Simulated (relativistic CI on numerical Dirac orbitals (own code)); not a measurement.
## Slater and spin-orbit integrals, Cd47+

Calculated at this level of theory: Dirac equation for one electron, model QED (radiative potential, 1s self-energy scaled to tabulated hydrogen-like ionisation energies) (own radial code, finite nucleus).

Slater integrals F^k, G^k are unscaled and averaged over j, outside the closed core (none); ζ comes from projecting the Hamiltonian with its Breit term on Σ l·s of the shell.

- 2p: ζ(2p) = 1.4004e+06 cm⁻¹; <r>(2p) = 0.1014, <r^2>(2p) = 0.0124 (bohr units).
- 3p: ζ(3p) = 415950 cm⁻¹; <r>(3p) = 0.2548, <r^2>(3p) = 0.07501 (bohr units).
- 3d: ζ(3d) = 78262 cm⁻¹; <r>(3d) = 0.2166, <r^2>(3d) = 0.05367 (bohr units).

Averages of the first 10 configurations, taken without configuration mixing, which lowers the lowest level and can move excited configurations by several eV; other configurations of the list can lie among them:

```json
{"Configuration": "1s", "Parity": "even", "States": "2", "Average energy above the lowest level (eV)": "0.0"}
{"Configuration": "2s", "Parity": "even", "States": "2", "Average energy above the lowest level (eV)": "24188.1"}
{"Configuration": "2p", "Parity": "odd", "States": "6", "Average energy above the lowest level (eV)": "24357.3"}
{"Configuration": "3s", "Parity": "even", "States": "2", "Average energy above the lowest level (eV)": "28746.4"}
{"Configuration": "3p", "Parity": "odd", "States": "6", "Average energy above the lowest level (eV)": "28796.6"}
{"Configuration": "3d", "Parity": "even", "States": "10", "Average energy above the lowest level (eV)": "28836.9"}
{"Configuration": "4s", "Parity": "even", "States": "2", "Average energy above the lowest level (eV)": "30331.3"}
{"Configuration": "4p", "Parity": "odd", "States": "6", "Average energy above the lowest level (eV)": "30352.5"}
{"Configuration": "4d", "Parity": "even", "States": "10", "Average energy above the lowest level (eV)": "30369.4"}
{"Configuration": "4f", "Parity": "odd", "States": "14", "Average energy above the lowest level (eV)": "30376.4"}
```
